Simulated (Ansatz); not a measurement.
Cost and result up the ladder for SnH2Me(OMe) (C2H8OSn) (12 atoms). Total charge 0; singlet. Geometry: PBE0-D4/def2-SVP.

```xyz
12

C    -2.125   -0.983    0.097
C     2.278    0.259    0.060
O     1.060   -0.410    0.139
Sn   -0.664    0.553   -0.148
H    -0.759    1.797    1.037
H    -0.617    1.223   -1.733
H    -3.140   -0.564    0.040
H    -1.985   -1.461    1.076
H    -1.999   -1.737   -0.692
H     2.469    0.711   -0.936
H     3.096   -0.459    0.248
H     2.385    1.071    0.810
```

Ansatz on 2 threads of Arm Neoverse V1 on a shared host. Times are rough, and most runs start from the orbitals of an earlier one. PBE0-D4/def2-TZVP serves as the yardstick here, not as an exact answer. Differences are given only for rows in sets of like size (and for xTB, whose basis is part of the method), since another set adds its own error. Binding counts from free atoms at the same level (C triplet, O triplet, Sn triplet, H doublet; other spins of the atoms weren't run), without zero-point energy or a counterpoise term.

In the def2 sets Sn takes a core potential; there is no spin–orbit coupling. HSE06 is defined as in plane-wave codes, on full-range PBE exchange. Correlated methods freeze 7 core orbitals; core or outer-core shells of Sn are correlated, in sets that lack core-valence functions. The rows differ in basis, and correlated rows in double-zeta sets carry the largest basis error.

Correlated methods converge slowly with the basis, most of all in double-zeta sets.

```csv
level,functions,wall time,binding energy per atom (eV),difference from PBE0-D4/def2-TZVP (eV)
PBE-D4/def2-SVP,108,1.4 s,3.52,–
PBE0-D4/def2-SVP,108,1.9 s,3.46,–
BLYP-D4/def2-TZVP,191,3 s,3.46,0.00
PBE-D4/def2-TZVP (with forces),191,3.5 s,3.52,0.05
MP2/def2-TZVP,191,3.5 s,3.36,-0.10
PBE0-D4/def2-TZVP,191,3.8 s,3.46,0.00
HSE06-D4/def2-TZVP,191,4.1 s,3.46,0.00
r2SCAN-D4/def2-TZVP,191,5.5 s,3.48,0.01
CCSD(T)/def2-SVP,108,15 s,3.30,–
```
